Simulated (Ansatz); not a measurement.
A structure relaxed at PBE0-D4/def2-TZVP, charge 0, multiplicity 2:

Cartesian coordinates in Å:
```
F -1.351 -2.222 1.283
Sn -0.085 -0.850 1.712
F -0.868 0.073 3.190
O -0.151 0.425 0.248
Si 0.476 0.599 -1.265
H 0.697 -0.727 -1.902
H 1.777 1.316 -1.202
H -0.495 1.386 -2.063
```

Task: Give its formula and SMILES.

Result: F2H3OSiSn, `[F][Sn]([F])[O][SiH3]`.

Task: Summarise the bond lengths by kind.

Result: 2 × F–Sn 1.911 to 1.916 Å; 1 × O–Sn 1.943 Å; 1 × O–Si 1.647 Å; 3 × H–Si 1.483 to 1.488 Å.

Results of the Gaussian-basis code of Ansatz.
